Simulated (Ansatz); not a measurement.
GeF2Cl2 (GeCl₂F₂), 5 atoms. Hardware: 4 threads of Arm Neoverse N1 on a shared host.

Correlated methods freeze 21 core orbitals; core or outer-core shells of Ge are correlated, in sets that lack core-valence functions.

How many basis functions does each of these Ansatz runs have, and roughly what does it cost? HSE06-D4/def2-TZVP, charge 0 singlet, energy, from earlier orbitals; PBE0-D4/def2-TZVPD, charge 0 singlet, energy, from earlier orbitals; PBE0-D4/def2-TZVP, charge 0 singlet, energy and forces, from earlier orbitals; RPA@PBE/def2-TZVP, charge 0 singlet, energy, from earlier orbitals; PBE0-D4/def2-TZVP, charge 0 triplet at the geometry of the charge 0 singlet, energy; PBE-D4/def2-SVP, charge 0 singlet, relaxation, 4 steps; PBE0-D4/def2-TZVPD, charge -1 doublet at the geometry of the charge 0 singlet, energy, from earlier orbitals; CAM-B3LYP-D4/def2-TZVP, charge 0 singlet, energy, from earlier orbitals; CCSD(T)/def2-TZVPP, charge 0 singlet, energy, from earlier orbitals; B2PLYP/def2-TZVP, charge 0 singlet, energy, from earlier orbitals; LC-ωPBE/def2-TZVP, charge 0 singlet, energy, from earlier orbitals; LDA (SPW92)/def2-TZVP, charge 0 singlet, energy, from earlier orbitals.

Other jobs shared the machine, so times can vary by a factor of up to 3. A dash marks memory too small to be measured apart from the calling script's.

```tsv
run	functions	fitting or Cholesky vectors	wall time	peak host memory (GiB)
LDA (SPW92)/def2-TZVP, charge 0 singlet, energy, from earlier orbitals	184	1182	1.4 s	–
LC-ωPBE/def2-TZVP, charge 0 singlet, energy, from earlier orbitals	184	1182	3.2 s	–
HSE06-D4/def2-TZVP, charge 0 singlet, energy, from earlier orbitals	184	1249	3.9 s	0.56
CAM-B3LYP-D4/def2-TZVP, charge 0 singlet, energy, from earlier orbitals	184	1227	4.1 s	0.6
RPA@PBE/def2-TZVP, charge 0 singlet, energy, from earlier orbitals	184	1171	5.5 s	–
PBE0-D4/def2-TZVP, charge 0 singlet, energy and forces, from earlier orbitals	184	1249	6 s	0.55
PBE-D4/def2-SVP, charge 0 singlet, relaxation, 4 steps	96	1037	6 s	–
B2PLYP/def2-TZVP, charge 0 singlet, energy, from earlier orbitals	184	1171	6.5 s	–
PBE0-D4/def2-TZVPD, charge 0 singlet, energy, from earlier orbitals	226	1436	6.5 s	0.75
PBE0-D4/def2-TZVPD, charge -1 doublet at the geometry of the charge 0 singlet, energy, from earlier orbitals	226	1436	14 s	0.98
PBE0-D4/def2-TZVP, charge 0 triplet at the geometry of the charge 0 singlet, energy	184	1249	24 s	1.2
CCSD(T)/def2-TZVPP, charge 0 singlet, energy, from earlier orbitals	194	1243	2.4 min	2.3
```
